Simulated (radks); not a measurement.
Results of a calculation; reference values are marked as such.
Task: Code: a radial shooting solver on a logarithmic mesh with Libxc functionals. Model: scalar-relativistic Kohn-Sham, r2SCAN, spin-polarised, spherical densities, finite nucleus; open shells are filled with parallel spins first (spin-orbit coupling, left out, can overturn this in heavy ions); meta-GGA in the generalised Kohn-Sham scheme; Fermi nuclear charge, rms radius of each element as measured or else 0.836 A^(1/3) + 0.57 fm. Each species is in its NIST ground configuration. Rank Te+, Nb+, I+, In+, Sn+, Rh+, Ru+, Rb+, Mo+, Tc+, Xe+, Sr+, Sb+, Cd+, Zr+, Pd+, Ag+ by Delta-SCF ionisation energy (eV), largest first.

Result: Rb+ 27.812, Ag+ 22.060, Xe+ 21.234, Pd+ 20.181, Te+ 19.152, In+ 18.702, I+ 18.383, Rh+ 18.239, Cd+ 17.115, Sb+ 16.761, Mo+ 16.710, Ru+ 16.200, Tc+ 15.516, Nb+ 14.953, Sn+ 14.120, Zr+ 13.339, Sr+ 10.870.
